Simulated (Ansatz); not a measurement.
Mn₃⁺, relaxed as a multiplicity 13 with UKS PBE-D4/def2-TZVP in Ansatz, starting from the GFN1-xTB geometry. Force threshold 0.02 eV/Å.

The charge 1 multiplicity 13 is spin-contaminated (final ⟨S²⟩ up to 42.26, 42.00 for a pure state). The structure comes from a short search, and lower isomers may exist.

Start:

```xyz
3

Mn    0.268   -1.274    0.459
Mn   -1.302    0.384   -0.251
Mn    1.034    0.890   -0.208
```

Task: Estimate the energy that the relaxation releases and the steps that it takes.

Result: 4.1 kcal/mol, in 3 steps; 5.5 s on 4 threads of Arm Neoverse V2 on a shared host. No frequencies were taken in this run, so the end may be a saddle point.

Task: Does the start keep its bonding and symmetry?

Result: By distances, no bond broke or formed. The bond that changes most is Mn1–Mn2, from 2.39 to 2.53 Å (atoms count from 1). Point group D3h at the start, D3h at the end, both within 0.05 Å.

Task: Predict the relaxed structure.

Result: 
```
atom    x (Å)    y (Å)    z (Å)
 Mn1   0.2839  -1.3498   0.4861
 Mn2  -1.3797   0.4070  -0.2654
 Mn3   1.0957   0.9428  -0.2206
```
Bond lengths (bridged metal pairs left out): 3 × Mn–Mn 2.53 Å.
